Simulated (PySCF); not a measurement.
PySCF input (M06-2X/def2-TZVPD):

```python
from pyscf import gto, scf, dft

mol = gto.M(
    atom='''
    Ga    0.18369121    0.52465110    0.34536702
    Br    2.13371611   -0.48025914   -0.77141374
    Br   -0.83212075   -1.15491298    1.83090783
    Br   -1.46429329    1.17048115   -1.36539060
    ''',
    basis='def2-tzvpd',
    charge=-1,
    spin=1,
    verbose=4,
)

mf = dft.UKS(mol, xc='m062x').density_fit(auxbasis='def2-universal-jkfit')
mf.grids.level = 4
mf.conv_tol = 1e-9
mf.max_cycle = 100
mf.max_memory = 1500
mf.kernel()
if not mf.converged:
    mf = mf.newton()
    mf.kernel(mf.make_rdm1())
for _ in range(2):
    mo, _, stable, _ = mf.stability(return_status=True)
    if stable:
        break
    mf.kernel(mf.make_rdm1(mo, mf.mo_occ))
mf.analyze()
```

End of the output:

```
Extra cycle  E= -9647.69497050141  delta_E= 1.46e-11  |g|= 4.6e-06  |ddm|= 1.12e-05
converged SCF energy = -9647.69497050141  <S^2> = 0.75334969  2S+1 = 2.0033469
uhf_internal: lowest eigs of H = [0.26603949 0.27910593 0.28184908]
<class 'pyscf.df.df_jk.DFUKS'> wavefunction is stable in the internal stability analysis
**** SCF Summaries ****
Total Energy =                       -9647.694970501413991
Nuclear Repulsion Energy =            1185.553149403238876
One-electron Energy =               -15825.327847374739576
Two-electron Energy =                 4992.079727470086254
Two-electron Coulomb Energy =         5341.704158449811985
DFT Exchange-Correlation Energy =     -349.624430979726071
HOMO-LUMO gap [eV] =                     3.622667735511233
**** MO energy ****
                             alpha | beta                alpha | beta
MO #1   energy= -485.200395426473  | -485.199861486015  occ= 1 | 1
MO #2   energy= -485.200387593734  | -485.199853645936  occ= 1 | 1
MO #3   energy= -485.200386307704  | -485.199852314916  occ= 1 | 1
MO #4   energy= -374.635804912823  | -374.634209953531  occ= 1 | 1
MO #5   energy= -63.1852131349288  | -63.1849307061433  occ= 1 | 1
MO #6   energy= -63.1852060974331  | -63.1849237019559  occ= 1 | 1
MO #7   energy= -63.1852047339802  | -63.1849222836892  occ= 1 | 1
MO #8   energy= -57.0040734708047  | -57.0032360622674  occ= 1 | 1
MO #9   energy= -57.0040674143619  | -57.0032300055192  occ= 1 | 1
MO #10  energy= -57.0040609174096  | -57.0032231213273  occ= 1 | 1
MO #11  energy= -57.0027967545026  | -57.0025601438859  occ= 1 | 1
MO #12  energy= -57.0027893240462  | -57.00255319068    occ= 1 | 1
MO #13  energy= -57.0027880933989  | -57.002550890123   occ= 1 | 1
MO #14  energy= -57.0026864567677  | -57.0025328659595  occ= 1 | 1
MO #15  energy= -57.0026794560448  | -57.0025255257596  occ= 1 | 1
MO #16  energy= -57.0026772166604  | -57.0025240873616  occ= 1 | 1
MO #17  energy= -46.5091907854852  | -46.5073474454888  occ= 1 | 1
MO #18  energy= -41.2633713047851  | -41.2618041931962  occ= 1 | 1
MO #19  energy= -41.2624759372494  | -41.2617599894107  occ= 1 | 1
MO #20  energy= -41.262475771668   | -41.261759788917   occ= 1 | 1
MO #21  energy= -8.8507015041278   | -8.84997134301228  occ= 1 | 1
MO #22  energy= -8.85069557923325  | -8.84996546526843  occ= 1 | 1
MO #23  energy= -8.85069388887517  | -8.84996291367109  occ= 1 | 1
MO #24  energy= -6.67196153622996  | -6.6702240845828   occ= 1 | 1
MO #25  energy= -6.67195662250428  | -6.67021901699609  occ= 1 | 1
MO #26  energy= -6.67195511074617  | -6.67021731785228  occ= 1 | 1
MO #27  energy= -6.66772583303957  | -6.66719360032693  occ= 1 | 1
MO #28  energy= -6.66771854741153  | -6.66718608517062  occ= 1 | 1
MO #29  energy= -6.66771826047648  | -6.6671858379129   occ= 1 | 1
MO #30  energy= -6.66738940561821  | -6.66711857467517  occ= 1 | 1
MO #31  energy= -6.66738318864041  | -6.6671121198904   occ= 1 | 1
MO #32  energy= -6.6673824319761   | -6.6671115285627   occ= 1 | 1
MO #33  energy= -5.63787306140452  | -5.63331185845587  occ= 1 | 1
MO #34  energy= -3.90972338566197  | -3.90654325881838  occ= 1 | 1
MO #35  energy= -3.90804220728472  | -3.90654309428568  occ= 1 | 1
MO #36  energy= -3.90804205377235  | -3.90537390215682  occ= 1 | 1
MO #37  energy= -2.70522783595683  | -2.70434927284878  occ= 1 | 1
MO #38  energy= -2.70522540647578  | -2.70434637125838  occ= 1 | 1
MO #39  energy= -2.70522239616621  | -2.70433757287733  occ= 1 | 1
MO #40  energy= -2.70395655948304  | -2.70317615733937  occ= 1 | 1
MO #41  energy= -2.70394561438642  | -2.70316529230577  occ= 1 | 1
MO #42  energy= -2.70394309101164  | -2.70315967202202  occ= 1 | 1
MO #43  energy= -2.70368869945147  | -2.70301332629909  occ= 1 | 1
MO #44  energy= -2.70368234450998  | -2.70300414728928  occ= 1 | 1
MO #45  energy= -2.70367941285501  | -2.70300004849028  occ= 1 | 1
MO #46  energy= -2.70012908603868  | -2.69990396183505  occ= 1 | 1
MO #47  energy= -2.70012209604342  | -2.69989850389257  occ= 1 | 1
MO #48  energy= -2.70012101929061  | -2.69989694381803  occ= 1 | 1
MO #49  energy= -2.70011892214919  | -2.6998946037007   occ= 1 | 1
MO #50  energy= -2.70011689097333  | -2.69989326410455  occ= 1 | 1
MO #51  energy= -2.70011469382739  | -2.69989157702127  occ= 1 | 1
MO #52  energy= -0.875650620526926 | -0.874148505257863 occ= 1 | 1
MO #53  energy= -0.875650134363614 | -0.874147944119301 occ= 1 | 1
MO #54  energy= -0.874364598901522 | -0.871278762462746 occ= 1 | 1
MO #55  energy= -0.872910985641815 | -0.871256168031737 occ= 1 | 1
MO #56  energy= -0.872910836240428 | -0.871255607756985 occ= 1 | 1
MO #57  energy= -0.687541328632325 | -0.680620852325568 occ= 1 | 1
MO #58  energy= -0.673924077434183 | -0.667402491139587 occ= 1 | 1
MO #59  energy= -0.673922834968562 | -0.66740225104804  occ= 1 | 1
MO #60  energy= -0.339006164450868 | -0.317210606424677 occ= 1 | 1
MO #61  energy= -0.24170306521566  | -0.230961233026419 occ= 1 | 1
MO #62  energy= -0.241700084641432 | -0.230956992644219 occ= 1 | 1
MO #63  energy= -0.217662132956556 | -0.209760489159418 occ= 1 | 1
MO #64  energy= -0.202631749618078 | -0.196963277789508 occ= 1 | 1
MO #65  energy= -0.202629206333408 | -0.196958345726595 occ= 1 | 1
MO #66  energy= -0.19058956075003  | -0.188378779264976 occ= 1 | 1
MO #67  energy= -0.19058436247383  | -0.188374257593204 occ= 1 | 1
MO #68  energy= -0.185165395910515 | -0.182936151627956 occ= 1 | 1
MO #69  energy= -0.0909845436729535 | 0.0421460411803363 occ= 1 | 0
MO #70  energy= 0.107570507674582  | 0.108786688230071  occ= 0 | 0
MO #71  energy= 0.113360548491601  | 0.118379186164895  occ= 0 | 0
MO #72  energy= 0.113361005322086  | 0.118379768409716  occ= 0 | 0
MO #73  energy= 0.138543456167506  | 0.121256556791657  occ= 0 | 0
MO #74  energy= 0.141119704979547  | 0.143573386472181  occ= 0 | 0
MO #75  energy= 0.141120056804174  | 0.143574027262105  occ= 0 | 0
MO #76  energy= 0.151202278844025  | 0.152532204779759  occ= 0 | 0
MO #77  energy= 0.151202811629202  | 0.152786840376454  occ= 0 | 0
MO #78  energy= 0.158456484075956  | 0.152787883588225  occ= 0 | 0
MO #79  energy= 0.171955208944019  | 0.169721592676743  occ= 0 | 0
MO #80  energy= 0.183453633857628  | 0.169723639528396  occ= 0 | 0
MO #81  energy= 0.183455551890987  | 0.174775247716217  occ= 0 | 0
MO #82  energy= 0.19575657007112   | 0.19811242154248   occ= 0 | 0
MO #83  energy= 0.227201872537799  | 0.205672046568403  occ= 0 | 0
MO #84  energy= 0.259965382580773  | 0.24559767909696   occ= 0 | 0
MO #85  energy= 0.259971178935906  | 0.245599743192183  occ= 0 | 0
MO #86  energy= 0.261830105409372  | 0.254763472847915  occ= 0 | 0
MO #87  energy= 0.261838535316631  | 0.254774221269612  occ= 0 | 0
MO #88  energy= 0.281699515040491  | 0.275457261001509  occ= 0 | 0
MO #89  energy= 0.282912954386577  | 0.28096931611662   occ= 0 | 0
MO #90  energy= 0.282923125934934  | 0.28097635217082   occ= 0 | 0
MO #91  energy= 0.305695537777806  | 0.28325479801042   occ= 0 | 0
MO #92  energy= 0.315115662036611  | 0.307719035559293  occ= 0 | 0
MO #93  energy= 0.315122260869049  | 0.307733873583185  occ= 0 | 0
MO #94  energy= 0.33211969885833   | 0.322029162063672  occ= 0 | 0
MO #95  energy= 0.332715534793135  | 0.325195012422283  occ= 0 | 0
MO #96  energy= 0.332717956337074  | 0.325205299433622  occ= 0 | 0
MO #97  energy= 0.340233794451887  | 0.335465804503738  occ= 0 | 0
MO #98  energy= 0.344870936889602  | 0.33588968898005   occ= 0 | 0
MO #99  energy= 0.344880151287774  | 0.33589295091929   occ= 0 | 0
MO #100 energy= 0.353639042057532  | 0.33992088468921   occ= 0 | 0
MO #101 energy= 0.35364986914638   | 0.351088949491874  occ= 0 | 0
MO #102 energy= 0.360549663869552  | 0.351099744066331  occ= 0 | 0
MO #103 energy= 0.377433643315297  | 0.370871711045614  occ= 0 | 0
MO #104 energy= 0.377435405564592  | 0.370876347355832  occ= 0 | 0
[...]
```
